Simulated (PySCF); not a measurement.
**Radial density of Ag²⁺ (silver, charge +2)**

UHF, [Kr] 4d9, 2D determinant. Computed with PySCF 2.14 in def2-QZVPPD with the def2 core potential (28 electrons), with a scalar-relativistic core potential. This is the valence pseudo-density: the core potential removes the inner electrons and smooths the orbitals near the nucleus.

```json
{"r (bohr)": "0.0168", "4πr²ρ (e/bohr)": "1.545e-05", "4πr²(ρα − ρβ)": "0.0000"}
{"r (bohr)": "0.0283", "4πr²ρ (e/bohr)": "3.862e-05", "4πr²(ρα − ρβ)": "0.0000"}
{"r (bohr)": "0.0476", "4πr²ρ (e/bohr)": "8.687e-05", "4πr²(ρα − ρβ)": "0.0000"}
{"r (bohr)": "0.0800", "4πr²ρ (e/bohr)": "0.0002838", "4πr²(ρα − ρβ)": "0.0000"}
{"r (bohr)": "0.135", "4πr²ρ (e/bohr)": "0.002752", "4πr²(ρα − ρβ)": "0.0002"}
{"r (bohr)": "0.226", "4πr²ρ (e/bohr)": "0.04205", "4πr²(ρα − ρβ)": "0.0031"}
{"r (bohr)": "0.381", "4πr²ρ (e/bohr)": "0.9506", "4πr²(ρα − ρβ)": "0.0503"}
{"r (bohr)": "0.640", "4πr²ρ (e/bohr)": "11.48", "4πr²(ρα − ρβ)": "0.4726"}
{"r (bohr)": "1.08", "4πr²ρ (e/bohr)": "16.32", "4πr²(ρα − ρβ)": "0.9242"}
{"r (bohr)": "1.81", "4πr²ρ (e/bohr)": "3.697", "4πr²(ρα − ρβ)": "0.3102"}
{"r (bohr)": "3.05", "4πr²ρ (e/bohr)": "0.2118", "4πr²(ρα − ρβ)": "0.0139"}
{"r (bohr)": "5.13", "4πr²ρ (e/bohr)": "0.001073", "4πr²(ρα − ρβ)": "0.0000"}
```

Energies and moments cover only the electrons outside the core potential.
